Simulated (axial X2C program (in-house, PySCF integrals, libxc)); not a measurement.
## Density and ELF of Mo₂

All values were computed with an axial X2C code built on PySCF integrals. Two-component (2c) means X2C with spin–orbit coupling and atomic mean-field two-electron Coulomb and Gaunt terms. Basis: Mo dyall-cv3z [11s12p9d5f3g] (cores contracted in-house); Gaussian nuclei, density fitting, unrestricted open shells. Masses: Mo 97.905 u.

PBE0, 2c, state Ω = 5 (⟨Sz⟩ = 4.99, ⟨Lz⟩ = 0.01 at PBE0); Mo at z = 0, Mo at z = 2.966 Å.

The maps cover the half plane through the axis: z from -2.4 to 5.1 Å along the bond, ρ from 0.15 to 2.25 Å away from it (steps of 0.3 Å, the bottom row nearest the axis).

log10 of the density in e/bohr³:

digits 0 to 9 span -4.05 to 1.66 evenly
```
00011122222222222222211100
00112222222222222222222110
01122233333333333333322211
01223334443333333444333211
11223444544433344454443221
11233456665444445665543321
12234566766544456776654321
12234567976544456897654321
```

Electron localisation function (collinear form, no current term, damped to 0 at low density):

digits 0 to 9 span 0.00 to 1.00 evenly
```
00011222222111112222221000
00012333332222222333332100
00122333332233222333332110
00112333332233322333332110
00112334442234323444332100
00011356764234325676531100
00001476367335337637731000
00001472527435347451741000
```

Axial spin density in 10⁻³ e/bohr³:

digits 0 to 9 span -41.65 to 41.65 evenly, values beyond are clipped
```
55555555555555555555555555
55555555555555555555555555
55555555555555555555555555
55555567766555556677655555
55555689998655568999865555
55556899999765689999975555
45556999999965699999986555
44556999989965699599996554
```

Occupations by symmetry block were frozen at the best pattern of an incomplete PBE0 search. Density functionals use the spin component along the axis (collinear). Other states lie close and PBE0, whose exact exchange favours high spin, may order them wrongly; the determinant shown need not be the ground state. The nearest other 2c determinant of the search, Ω = 6, lies 0.34 eV up at the distance of the search. With several unpaired electrons one determinant need not be a pure state. Open-shell Ω = 0 determinants with evenly filled partner blocks cannot be reached by this program, so the Ω shown need not be the lowest component.
